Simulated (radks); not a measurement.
The numbers below are computed, except where a source is named.
The nuclear charge of neutral titanium is varied continuously with 22 electrons held in [Ar] 3d2 4s2. Code: a radial shooting solver on a logarithmic mesh with Libxc functionals. Model: scalar-relativistic Kohn-Sham, BLYP, spin-polarised, spherical densities, point nucleus; open shells are filled with parallel spins first. By the Hellmann-Feynman theorem dE/dZ = E(electron-nucleus)/Z, the electronic potential at the nucleus. The scalar-relativistic energy here is not variational (the density holds large components alone), so the two differ by a part that grows with Z.

| Z | E (hartree) | E(electron-nucleus)/Z (hartree) | HOMO | e(HOMO) (eV) | <r> HOMO (bohr) |
|---|---|---|---|---|---|
| 21.8 | -835.50460 | -91.1654 | 3d | -2.592 | 1.703 |
| 22 | -853.85849 | -92.2667 | 4s | -4.095 | 3.589 |
| 22.2 | -872.43266 | -93.3647 | 4s | -5.500 | 3.417 |
| 22.4 | -891.22654 | -94.4602 | 4s | -7.017 | 3.266 |
| 22.6 | -910.23969 | -95.5537 | 4s | -8.639 | 3.131 |
| 22.8 | -929.47180 | -96.6458 | 4s | -10.361 | 3.011 |
| 23 | -948.92260 | -97.7368 | 4s | -12.179 | 2.902 |

The central difference of E at Z = 22 is -92.320 hartree, to compare with the third column; the second derivative is -5.51 hartree.
